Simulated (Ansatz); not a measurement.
CH7ClOSSi2, SMILES `CO[SiH2]S[SiH2]Cl`. Charge 0, multiplicity 1.

```tsv
atom	x (Å)	y (Å)	z (Å)
C1	0.742	0.610	-1.643
O2	0.888	1.073	-0.318
Si3	-0.308	1.402	0.740
S4	-0.445	-0.054	2.313
Si5	-0.273	-1.824	1.169
Cl6	-1.684	-1.923	-0.329
H7	-0.302	0.636	-1.971
H8	1.337	1.243	-2.304
H9	1.104	-0.419	-1.718
H10	-1.596	1.477	0.006
H11	-0.007	2.660	1.457
H12	1.042	-1.926	0.502
H13	-0.499	-2.954	2.095
```

**Question.** Give the diagnostics of a CCSD(T)/def2-TZVPP run (frozen core, Ansatz 0.2.0). (Best estimate.)

**Answer.** The calculation gave: T1 = 0.0111, largest single amplitude 0.012, largest double 0.012, (T) share of the correlation energy 4.0 %, 9 CCSD cycles. The RHF solution is stable towards an unrestricted one. T1 lies under the customary mark of 0.02 for closed shells.
